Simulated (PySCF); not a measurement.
2-fluorocyclopenta-1,3-diene (C5H5F), SMILES FC1=CCC=C1.

Coordinates come from a PBE0-D3(BJ)/def2-SVP optimisation. One conformer was computed; it need not be the lowest.

Two levels are set side by side: PBE/def2-TZVP (PySCF) and CAM-B3LYP/def2-TZVP (PySCF). Same geometry, gas phase. Differences are taken from unrounded values.

```csv
quantity,CAM-B3LYP,PBE,PBE minus CAM-B3LYP
orbital gap (eV),8.23,3.82,-4.41
highest occupied level (eV),-7.77,-5.40,2.37
lowest empty level (eV),0.46,-1.59,-2.04
dipole moment (D),1.90,1.72,-0.18
mean polarisability (bohr³),54.6,56.3,1.7
```

PBE's occupied levels lie high since its potential decays too fast outside the molecule; exact exchange lowers them and widens the gap. Loosely held outer electrons make PBE densities more polarisable. Differences between two approximate levels are no errors against the true value.

Rough cost on one machine, each run with all the roots and properties that it gave: CAM-B3LYP against PBE within a factor of 2.
